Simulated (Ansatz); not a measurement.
Input file for Ansatz (an electronic-structure program): R-CCSD(T)/def2-QZVPP on HIOSi (SMILES O[Si]I), a point of a torsion scan. Elements past Kr take the def2 small-core potentials; no spin–orbit coupling. Files ending in .json are basis or fitting sets from the Basis Set Exchange. The run froze 15 orbitals, filled d shells among them.

Ansatz 0.2 input:
```yaml
crystal:
  periodic: [false, false, false]
  atoms:
    - {symbol: O, position_ang: [-1.05279226, 0.11141442, 0.21771586]}
    - {symbol: Si, position_ang: [0.21931552, 1.03408919, -0.10721377]}
    - {symbol: I, position_ang: [1.29279835, -0.17349105, -2.03664551]}
    - {symbol: H, position_ang: [-1.36911436, -0.69786856, -0.18471895]}
basis:
  gaussian:
    orbitals: def2-QZVPP.json
magnetization: {spin_polarized: false}
correlation: {method: ccsd_t, electrons: outside_noble_gas}
scf: {lower_state_search: off}
```

The head of its log:

```
WARN ansatz: RAYON_NUM_THREADS=1 ignored (pool sized by the plan → 1); use --threads N
Functional definition: HF
these checks for a lower state are left out or cut short: stability, starts, cluster_reference, orbital_swaps, neighbouring_geometries, increment
integrals: 1.38 GiB planned
1466 factors; integrals over basis functions are off by at most 1.1e-3 eV
mean field: 0.78 GiB planned
mean field evaluation 1: about -17988.4574 eV, gradient 3.7e1 eV
mean field evaluation 2: about -17988.5302 eV, gradient 3.7e1 eV
mean field evaluation 4: about -17991.0332 eV, gradient 2.5e0 eV
mean field evaluation 8: about -17991.0729 eV, gradient 3.1e-1 eV
mean field evaluation 16: about -17991.0738 eV, gradient 1.9e-6 eV
mean field -17991.07380394 eV, -661.1597675068 hartree, gradient 1.9e-6 eV, S^2 0.000000; 0 other end points of the search recorded, 0 dependent functions left out
15 core orbitals not correlated
reference -17991.07380394 eV, -661.1597675068 hartree; 9, 9 occupied and 215, 215 virtual orbitals, 1466 factors
```

Question: Give the final energy of this run.

Answer: -661.7263 hartree (reference determinant -661.1598, T1 diagnostic 0.015).
